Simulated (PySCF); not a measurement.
## Field gradients at the hydrogen positions

Species: C₆H₉NO₂.
Geometry (GFN2-xTB, Å), atoms numbered from 1 in this order:
```
atom  x, y, z in Å
C1     3.786    1.103    0.065
C2     2.848    0.277    0.504
N3     1.526    0.324    0.106
C4     0.565   -0.541    0.573
O5     0.818   -1.417    1.377
C6    -0.768   -0.298    0.009
C7    -1.791   -1.074    0.385
O8    -3.068   -1.028    0.001
C9    -3.443   -0.039   -0.934
H10    3.574    1.883   -0.647
H11    4.799    1.022    0.408
H12    3.042   -0.511    1.218
H13    1.270    1.037   -0.562
H14   -0.876    0.510   -0.699
H15   -1.620   -1.869    1.100
H16   -4.509   -0.175   -1.108
H17   -2.899   -0.163   -1.876
H18   -3.261    0.964   -0.539
```

Level: PBE0/pcSseg-1 (PySCF, non-relativistic); Q(2H) = 0.00286 b; rigid geometry, the same for H and D, with no vibrational averaging.

Question: Rank these positions by the coupling χzz of a deuteron there, largest first.
A. H14 (vinylic hydrogen)
B. H10 (vinylic hydrogen)
C. H13 (amide N–H hydrogen)
D. H16 (methyl hydrogen)
E. H11 (vinylic hydrogen)
F. H18 (methyl hydrogen)

Answer: C (269 kHz), E (234 kHz), B (229 kHz), A (224 kHz), D (204 kHz), F (196 kHz).

Q: Tabulate Vzz, the asymmetry η and χzz = 234.96 MHz × Q × Vzz for every hydrogen position.

A: 
```json
{"atom": "H10", "bonded to": "C1", "bond length (Å)": "1.077", "Vzz (au)": "0.3403", "η": "0.09", "χzz (kHz)": "229"}
{"atom": "H11", "bonded to": "C1", "bond length (Å)": "1.073", "Vzz (au)": "0.3477", "η": "0.08", "χzz (kHz)": "234"}
{"atom": "H12", "bonded to": "C2", "bond length (Å)": "1.080", "Vzz (au)": "0.3164", "η": "0.06", "χzz (kHz)": "213"}
{"atom": "H13", "bonded to": "N3", "bond length (Å)": "1.010", "Vzz (au)": "0.4001", "η": "0.20", "χzz (kHz)": "269"}
{"atom": "H14", "bonded to": "C6", "bond length (Å)": "1.079", "Vzz (au)": "0.3338", "η": "0.14", "χzz (kHz)": "224"}
{"atom": "H15", "bonded to": "C7", "bond length (Å)": "1.083", "Vzz (au)": "0.3072", "η": "0.06", "χzz (kHz)": "206"}
{"atom": "H16", "bonded to": "C9", "bond length (Å)": "1.088", "Vzz (au)": "0.3039", "η": "0.08", "χzz (kHz)": "204"}
{"atom": "H17", "bonded to": "C9", "bond length (Å)": "1.094", "Vzz (au)": "0.2918", "η": "0.08", "χzz (kHz)": "196"}
{"atom": "H18", "bonded to": "C9", "bond length (Å)": "1.094", "Vzz (au)": "0.2919", "η": "0.08", "χzz (kHz)": "196"}
```

Q: Average by the element that carries the hydrogen.

A: on C: 213 kHz over 8 positions, mean bond length 1.084 Å; on N: 269 kHz over 1 position, mean bond length 1.010 Å.

Q: How does χzz go with the bond length over the 8 C–H bonds?

A: A straight-line fit has a slope of -17.8 kHz for each 0.01 Å, with a correlation coefficient of -0.95, over lengths from 1.073 to 1.094 Å. The longer bonds have the smaller couplings here.

Isolated species at its GFN2-xTB geometry (one conformer only). GFN2-xTB bond lengths can be off by several hundredths of an ångström, more for odd bonds, and the gradients follow them. These gradients aren't converged with respect to the basis.
